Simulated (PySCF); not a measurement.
Coordinates in bohr (charge -1 multiplicity 1):
```
Sn    0.0000    0.0000   -0.0012
H     0.0000    0.0000    3.2895
H     3.3754    0.0000   -0.7468
H     0.0000    3.3754   -0.7468
H    -3.3754    0.0000   -0.7468
H     0.0000   -3.3754   -0.7468
```

Computed with PySCF, PBE0, basis Sn def2-TZVPD with ECP28, H def2-TZVPD (scalar-relativistic core potentials, no spin–orbit coupling, density fitting).

This geometry of SnH₅⁻ is a stationary point at this level.

Q: What is the point group?

A: C4v.

Q: Is it a minimum?

A: No: it has 1 imaginary mode, at 337i cm⁻¹ (b1).

Q: List the harmonic modes with their infrared intensities.

A: 
| symmetry | ω (cm⁻¹) | IR (km/mol, summed over degenerate members) | type |
| --- | --- | --- | --- |
| b1 | 337i | – | bend |
| a1 | 690 | 384 | bend |
| e | 700 | 398 | bend |
| e | 822 | 1000 | bend |
| b2 | 1024 | 0.0 | bend |
| b1 | 1163 | 0.0 | stretch |
| e | 1450 | 2216 | stretch |
| a1 | 1638 | 105 | stretch |
| a1 | 1795 | 318 | stretch |

In C4v the vibrations span 2b1 + 3a1 + 3e + b2. The b1, b2 modes carry no infrared intensity, as symmetry demands.

Other isomers or separated fragments may lie lower. The lowest empty level of this anion is unbound, so it and the gap depend on the basis. At this level a singlet minimum of D3h symmetry lies 9 kJ/mol below this structure.
